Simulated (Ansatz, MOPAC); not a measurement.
Molecule: InH (charge 0, singlet). SMILES: [InH]

Atoms: In1, H2. Bonds: In1-H2.

Bond lengths (Å) and angles (degrees) optimised at PM7 with MOPAC; HF/STO-3G with Ansatz (a first-principles code); PBE/6-31G* with LANL2DZ past Ar with Ansatz; B3LYP/LANL2DZ with Ansatz; B3LYP/6-31G* with LANL2DZ past Ar with Ansatz; MP2/6-31G* with LANL2DZ past Ar with Ansatz, each started from the B3LYP-D3(BJ)/def2-TZVP structure (Ansatz) of the last column. A row stands for all coordinates that are equal there. 6-31G* holds six Cartesian d functions.

```csv
coordinate,PM7,HF/STO-3G,PBE/6-31G* with LANL2DZ past Ar,B3LYP/LANL2DZ,B3LYP/6-31G* with LANL2DZ past Ar,MP2/6-31G* with LANL2DZ past Ar,B3LYP-D3(BJ)/def2-TZVP
In1-H2,1.751,1.626,1.890,1.859,1.866,1.873,1.863
```

Mean signed difference of all 1 bond lengths from B3LYP-D3(BJ)/def2-TZVP: PM7 -0.112 Å, HF/STO-3G -0.237 Å, PBE/6-31G* with LANL2DZ past Ar 0.027 Å, B3LYP/LANL2DZ -0.003 Å, B3LYP/6-31G* with LANL2DZ past Ar 0.003 Å, MP2/6-31G* with LANL2DZ past Ar 0.011 Å.
